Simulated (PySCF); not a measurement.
# Computed records: AlH$_{3}$N

Calculation on a computer-drawn molecule: vertical ionisation energy to the stated ion spin, frozen-core CCSD(T) at the basis limit and cheaper methods, single-reference cases, UHF for radicals, no spin-orbit; all values are single points at the evaluated structure, the first of each entry, which is the reference or a displaced copy of it and isn't optimised; the reference structure only sets the zero of the energies above reference; triples share is (T) over the correlation energy. Program: PySCF 2.14.0.

Common to all runs: charge 1; multiplicity 1; ion multiplicity 2; diffuse functions no; basis cc-pV(n+d)Z; reference is the Hartree-Fock double-zeta minimum; best is HF at quadruple zeta + MP2 correlation extrapolated from triple and quadruple zeta + CCSD(T) minus MP2 at triple zeta; basis step is the size of the change from the same recipe one zeta lower.

(1) AlH$_{3}$N

Evaluated structure:
```xyz
5
AlH3N
N      0.0154     2.9210     1.0562
Al     0.7245     2.5032    -0.5979
H     -0.8146     3.4070     1.0805
H      0.2787     2.5641     2.1466
H      1.3038     2.0871    -1.9068
```

Reference structure:
```xyz
5
AlH3N
N     -0.0312     2.9083     0.9518
Al     0.6600     2.4755    -0.5486
H     -0.8120     3.5337     1.0761
H      0.2771     2.5788     1.8533
H      1.2822     2.0862    -1.8995
```

* ionisation energy best: 15.93 eV
* ionisation energy basis step: 0.03493 eV
* energy above reference best: 18.62 kcal/mol
* energy above reference basis step: 0.605 kcal/mol
* ionisation energy Koopmans at triple zeta: 16.56 eV
* ionisation energy EOM CCSD at triple zeta: 15.78 eV
* total energy HF triple zeta: -297.8714 hartree
* total energy CCSD(T) triple zeta: -298.1780 hartree
* total energy best: -298.2165 hartree
* T1 diagnostic at triple zeta: 0.01533
* D1 diagnostic at triple zeta: 0.04092
* ion T1 diagnostic at triple zeta: 0.009881
* ion D1 diagnostic at triple zeta: 0.01988
* ion spin squared at triple zeta: 0.7616
* triples share at triple zeta: 0.03566
* basis functions triple zeta: 111

Drawn bonds:
```tsv
atom	other atom	order
1	2	1
1	3	1
1	4	1
2	5	1
```

Triple zeta:
```tsv
method	ionisation energy (eV)	energy above reference (kcal/mol)
HF	14.14	22.38
PBE	15.95	16.89
r2SCAN	15.74	18.82
B3LYP	15.88	18.46
wB97X	15.79	19.81
MP2	15.9	18.59
CCSD	15.63	19.13
CCSD(T)	15.76	18.45
```

(2) AlH$_{3}$N

Evaluated structure:
```xyz
5
AlH3N
N     -0.0536     2.9103     0.9295
Al     0.6560     2.4687    -0.5503
H     -0.8165     3.5486     1.0713
H      0.2871     2.5868     1.8445
H      1.2823     2.0810    -1.9072
```

Reference structure:
```xyz
5
AlH3N
N     -0.0312     2.9083     0.9518
Al     0.6600     2.4755    -0.5486
H     -0.8120     3.5337     1.0761
H      0.2771     2.5788     1.8533
H      1.2822     2.0862    -1.8995
```

* ionisation energy best: 16.74 eV
* ionisation energy basis step: 0.04368 eV
* energy above reference best: 0.2581 kcal/mol
* energy above reference basis step: 0.01029 kcal/mol
* ionisation energy Koopmans at triple zeta: 17.31 eV
* ionisation energy EOM CCSD at triple zeta: 16.61 eV
* total energy HF triple zeta: -297.9064 hartree
* total energy CCSD(T) triple zeta: -298.2070 hartree
* total energy best: -298.2457 hartree
* T1 diagnostic at triple zeta: 0.01201
* D1 diagnostic at triple zeta: 0.02933
* ion T1 diagnostic at triple zeta: 0.008717
* ion D1 diagnostic at triple zeta: 0.01984
* ion spin squared at triple zeta: 0.7585
* triples share at triple zeta: 0.03285
* basis functions triple zeta: 111

Drawn bonds:
```tsv
atom	other atom	order
1	2	1
1	3	1
1	4	1
2	5	1
```

Triple zeta:
```tsv
method	ionisation energy (eV)	energy above reference (kcal/mol)
HF	15.02	0.4261
PBE	16.75	0.1113
r2SCAN	16.56	0.202
B3LYP	16.71	0.2197
wB97X	16.64	0.2288
MP2	16.71	0.2754
CCSD	16.47	0.2669
CCSD(T)	16.58	0.2454
```

(3) AlH$_{3}$N

Evaluated structure:
```xyz
5
AlH3N
N     -0.0352     2.9060     0.9539
Al     0.6977     2.4705    -0.6375
H     -0.8465     3.4755     1.0357
H      0.3412     2.6560     1.8568
H      1.2757     2.1503    -1.9068
```

Reference structure:
```xyz
5
AlH3N
N     -0.0312     2.9083     0.9518
Al     0.6600     2.4755    -0.5486
H     -0.8120     3.5337     1.0761
H      0.2771     2.5788     1.8533
H      1.2822     2.0862    -1.8995
```

- ionisation energy best: 16.29 eV
- ionisation energy basis step: 0.03852 eV
- energy above reference best: 5.396 kcal/mol
- energy above reference basis step: 0.3727 kcal/mol
- ionisation energy Koopmans at triple zeta: 16.84 eV
- ionisation energy EOM CCSD at triple zeta: 16.14 eV
- total energy HF triple zeta: -297.8972 hartree
- total energy CCSD(T) triple zeta: -298.1990 hartree
- total energy best: -298.2375 hartree
- T1 diagnostic at triple zeta: 0.01361
- D1 diagnostic at triple zeta: 0.03575
- ion T1 diagnostic at triple zeta: 0.008588
- ion D1 diagnostic at triple zeta: 0.01777
- ion spin squared at triple zeta: 0.759
- triples share at triple zeta: 0.03362
- basis functions triple zeta: 111

Drawn bonds:
```tsv
atom	other atom	order
1	2	1
1	3	1
1	4	1
2	5	1
```

Triple zeta:
```tsv
method	ionisation energy (eV)	energy above reference (kcal/mol)
HF	14.52	6.174
PBE	16.31	5.371
r2SCAN	16.1	5.717
B3LYP	16.25	5.387
wB97X	16.17	5.825
MP2	16.24	5.129
CCSD	16	5.517
CCSD(T)	16.12	5.326
```

(4) AlH$_{3}$N

Evaluated structure:
```xyz
5
AlH3N
N     -0.0352     2.9060     0.9539
Al     0.6977     2.4705    -0.6375
H     -0.7519     3.4091     1.0262
H      0.3412     2.6560     1.8568
H      1.2757     2.1503    -1.9068
```

Reference structure:
```xyz
5
AlH3N
N     -0.0312     2.9083     0.9518
Al     0.6600     2.4755    -0.5486
H     -0.8120     3.5337     1.0761
H      0.2771     2.5788     1.8533
H      1.2822     2.0862    -1.8995
```

- ionisation energy best: 16.41 eV
- ionisation energy basis step: 0.03975 eV
- energy above reference best: 17.28 kcal/mol
- energy above reference basis step: 0.1824 kcal/mol
- ionisation energy Koopmans at triple zeta: 16.94 eV
- ionisation energy EOM CCSD at triple zeta: 16.28 eV
- total energy HF triple zeta: -297.8804 hartree
- total energy CCSD(T) triple zeta: -298.1796 hartree
- total energy best: -298.2186 hartree
- T1 diagnostic at triple zeta: 0.01321
- D1 diagnostic at triple zeta: 0.03443
- ion T1 diagnostic at triple zeta: 0.008277
- ion D1 diagnostic at triple zeta: 0.01767
- ion spin squared at triple zeta: 0.7582
- triples share at triple zeta: 0.03259
- basis functions triple zeta: 111

Drawn bonds:
```tsv
atom	other atom	order
1	2	1
1	3	1
1	4	1
2	5	1
```

Triple zeta:
```tsv
method	ionisation energy (eV)	energy above reference (kcal/mol)
HF	14.66	16.75
PBE	16.44	18.37
r2SCAN	16.23	17.78
B3LYP	16.39	17.43
wB97X	16.3	17.76
MP2	16.36	17.23
CCSD	16.13	17.4
CCSD(T)	16.25	17.46
```

(5) AlH$_{3}$N

Evaluated structure:
```xyz
5
AlH3N
N     -0.0352     2.9060     0.9539
Al     0.6977     2.4705    -0.6375
H     -0.9819     3.5706     1.0494
H      0.3412     2.6560     1.8568
H      1.2757     2.1503    -1.9068
```

Reference structure:
```xyz
5
AlH3N
N     -0.0312     2.9083     0.9518
Al     0.6600     2.4755    -0.5486
H     -0.8120     3.5337     1.0761
H      0.2771     2.5788     1.8533
H      1.2822     2.0862    -1.8995
```

- ionisation energy basis step: ?
- total energy best: ?
- energy above reference best: ?

Drawn bonds:
```tsv
atom	other atom	order
1	2	1
1	3	1
1	4	1
2	5	1
```

Questions
1. Estimate the ionisation energy basis step of AlH$_{3}$N (entry 5).
2. What total energy best does the calculation give for AlH$_{3}$N (entry 5)?
3. AlH$_{3}$N (entry 5): energy above reference best?
4. Give the table of triple zeta values for AlH$_{3}$N (entry 5).

## Answers
1. 0.03597 eV
2. -298.2239 hartree
3. 13.94 kcal/mol
4. 
Triple zeta:
```tsv
method	ionisation energy (eV)	energy above reference (kcal/mol)
HF	14.32	17.27
PBE	16.12	12.47
r2SCAN	15.91	14.07
B3LYP	16.06	13.66
wB97X	15.97	14.72
MP2	16.07	13.73
CCSD	15.81	14.33
CCSD(T)	15.94	13.74
```

Further results for AlH$_{3}$N (entry 5):

- ionisation energy best: 16.11 eV
- energy above reference basis step: 0.5304 kcal/mol
- ionisation energy Koopmans at triple zeta: 16.71 eV
- ionisation energy EOM CCSD at triple zeta: 15.95 eV
- total energy HF triple zeta: -297.8796 hartree
- total energy CCSD(T) triple zeta: -298.1855 hartree
- T1 diagnostic at triple zeta: 0.01446
- D1 diagnostic at triple zeta: 0.03819
- ion T1 diagnostic at triple zeta: 0.009468
- ion D1 diagnostic at triple zeta: 0.01804
- ion spin squared at triple zeta: 0.7612
- triples share at triple zeta: 0.03524
- basis functions triple zeta: 111
